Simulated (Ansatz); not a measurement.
```yaml
crystal:
  periodic: [false, false, false]
  atoms:
    - {symbol: F, position_ang: [-0.813198, 0.201528, -1.756211]}
    - {symbol: C, position_ang: [-0.236061, 0.649743, -0.569179]}
    - {symbol: Si, position_ang: [0.779461, -0.692008, 0.230680]}
    - {symbol: S, position_ang: [-1.449300, 1.364327, 0.549773]}
    - {symbol: H, position_ang: [0.424736, 1.519894, -0.865057]}
    - {symbol: H, position_ang: [1.592559, -0.138316, 1.323449]}
    - {symbol: H, position_ang: [1.748798, -1.392621, -0.813088]}
    - {symbol: H, position_ang: [-0.113876, -1.797166, 0.723956]}
    - {symbol: H, position_ang: [-1.894816, 0.136429, 1.028774]}
basis:
  gaussian: {orbitals: def2-mTZVP, point_charges: [{charge: 1.00, position_ang: [6.465, 0.828, -0.337]}]}
total_charge: -1
magnetization: {spin_polarized: true, initial_magnetization: 1}
hamiltonian: {xc: {name: PBEsol}, dispersion: d3bj}
output: {forces: true}
```

```sh
$ ansatz run in.yaml --threads 2 --pin off --events-out ev --progress --plain --max-ram 4352MiB
```

Output, abridged:

```
Functional definition: PBEsol
987 factors; their error is unknown
mean field evaluation 1: about -22488.8010 eV, gradient 2.8e1 eV
mean field evaluation 2: about -22481.8669 eV, gradient 5.3e1 eV
mean field evaluation 4: about -22492.3319 eV, gradient 7.1e0 eV
mean field evaluation 8: about -22492.6938 eV, gradient 1.7e-1 eV
mean field evaluation 16: about -22492.6668 eV, gradient 4.2e-4 eV
mean field -22492.66680281 eV, -826.5902589262 hartree, gradient 1.9e-5 eV, S^2 0.751382; 5 other end points of the search recorded, 0 dependent functions left out
reference -22492.66684444 eV, -826.5902604561 hartree; 26, 25 occupied and 71, 72 virtual orbitals, 987 factors
Total energy: -22492.74520750 eV, -826.5931402455 hartree
Atom 0 at    -0.813198     0.201528    -1.756211 Å, force    -0.399093    -0.398047    -0.742696 eV/Å
Atom 1 at    -0.236061     0.649743    -0.569179 Å, force     0.230744     1.085740    -0.599266 eV/Å
Atom 2 at     0.779461    -0.692008     0.230680 Å, force     1.451774    -1.859792    -0.651420 eV/Å
Atom 3 at    -1.449300     1.364327     0.549773 Å, force    -0.535006     1.360457     0.483548 eV/Å
Atom 4 at     0.424736     1.519894    -0.865057 Å, force    -0.216204    -0.405981     0.431143 eV/Å
Atom 5 at     1.592559    -0.138316     1.323449 Å, force     0.436607     0.364867     0.443272 eV/Å
Atom 6 at     1.748798    -1.392621    -0.813088 Å, force    -0.415783     0.491152     0.613320 eV/Å
Atom 7 at    -0.113876    -1.797166     0.723956 Å, force    -0.338987     0.177474     0.056972 eV/Å
Atom 8 at    -1.894816     0.136429     1.028774 Å, force     0.144849    -0.746185    -0.056372 eV/Å
Dipole moment:    -0.673084     0.237451    -0.083411 e Å
```

Run time 4.2 s (2 threads of an Arm Neoverse V1 on a shared host); peak host memory 0.17 GiB.
